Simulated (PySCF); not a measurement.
Orbital picture of SrGe⁺

ωB97X at R = 2.859 Å; Sr def2-SVP with ECP28, Ge def2-SVP; scalar-relativistic core potentials (PySCF 2.14). State: ⁴Σ⁻ (quartet), unpaired electrons σ ↑, π ↑↑. Only the outer orbitals are listed, counted within each symmetry, core potentials removing the inner ones.

| spin | orbital | occ. | ε (eV) | on Sr (%) | main shells (%) |
| --- | --- | --- | --- | --- | --- |
| α | 4π | 1 | -33.51 | 100 | 100 Sr p |
| α | 4π | 1 | -33.51 | 100 | 100 Sr p |
| α | 8σ | 1 | -33.49 | 98 | 98 Sr p |
| α | 9σ | 1 | -19.71 | 10 | 90 Ge s |
| α | 10σ | 1 | -11.63 | 32 | 63 Ge p, 19 Sr s, 10 Sr d |
| α | 5π | 1 | -10.93 | 21 | 78 Ge p, 16 Sr d |
| α | 5π | 1 | -10.93 | 21 | 78 Ge p, 16 Sr d |
| α | 11σ | 0 | -4.70 | 94 | 72 Sr s, 16 Sr p |
| α | 12σ | 0 | -3.36 | 95 | 63 Sr d, 32 Sr p |
| α | 6π | 0 | -3.25 | 98 | 51 Sr p, 47 Sr d |
| β | 4π | 1 | -33.38 | 100 | 100 Sr p |
| β | 4π | 1 | -33.38 | 100 | 100 Sr p |
| β | 8σ | 1 | -33.18 | 99 | 99 Sr p |
| β | 9σ | 1 | -17.12 | 9 | 91 Ge s |
| β | 10σ | 0 | -5.08 | 60 | 59 Sr s, 36 Ge p |
| β | 5π | 0 | -4.60 | 44 | 55 Ge p, 36 Sr d, 8 Sr p |
| β | 5π | 0 | -4.60 | 44 | 55 Ge p, 36 Sr d, 8 Sr p |

Problem. Which are the highest filled and the lowest empty level, where do they sit, and how wide is the gap?

Solution. Highest filled α 5π at -10.93 eV (in %: 78 Ge p, 16 Sr d); lowest empty β 10σ at -5.08 eV (in %: 59 Sr s, 36 Ge p); the gap at ωB97X is 5.85 eV.

| Property | Result |
| --- | --- |
| bond order (Mayer) | 1.34 |
| ⟨S²⟩ | 3.751 |
| charge on Sr (Mulliken, basis-dependent) | 1.09 |
| charge on Sr (Löwdin, basis-dependent) | 0.83 |
| dipole moment (positive dipole points towards Ge; it is taken about the centre of mass and depends on that origin) | -10.44 D |

Spin–orbit coupling is left out. The state was picked by a PBE0 search and need not be the measured ground state.
